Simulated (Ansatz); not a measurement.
Relaxation of BF$_{2}$H$_{5}$SSi (10 atoms, charge 0, multiplicity 1), to a largest force component of 0.03 eV/Å in at most 50 steps.

These are results of RKS PBE0-D4/6-31G* in Ansatz, not measurements.

```xyz
10
Properties=species:S:1:pos:R:3
B -0.674 -0.622 -1.043
Si 1.130 -0.580 -0.233
F -1.452 -1.684 -0.912
F -1.111 0.351 -1.822
H -0.003 1.052 1.635
S -1.357 1.045 1.589
H 1.643 0.816 -0.094
H 2.101 -1.332 -1.084
H 1.125 -1.212 1.117
H -1.402 2.167 0.847
```

Question: Where does it end, and by what steps?

Answer: The forces met the threshold. After 8 steps the energy has fallen by 0.085 eV; H5 moved furthest, 0.65 Å.

```tsv
step	energy less start (eV)	largest force component (eV/Å)	accepted
0	0.0000	0.827	yes
1	-0.0526	0.374	yes
2	-0.0643	0.522	yes
3	-0.0715	0.202	yes
4	-0.0800	0.158	yes
5	-0.0815	0.084	yes
6	-0.0822	0.247	yes
7	-0.0844	0.053	yes
8	-0.0846	0.008	yes
```

```xyz
10
Properties=species:S:1:pos:R:3
B -0.661 -0.630 -1.039
Si 1.234 -0.661 -0.318
F -1.484 -1.650 -0.861
F -1.105 0.364 -1.797
H -0.291 1.367 2.128
S -1.446 1.052 1.514
H 1.778 0.722 -0.190
H 2.136 -1.424 -1.231
H 1.278 -1.315 1.021
H -1.438 2.175 0.774
```

The run took 19 s on 2 threads of Intel(R) Xeon(R) Platinum 8488C (Sapphire Rapids), on a shared host, peak memory 0.21 GiB.
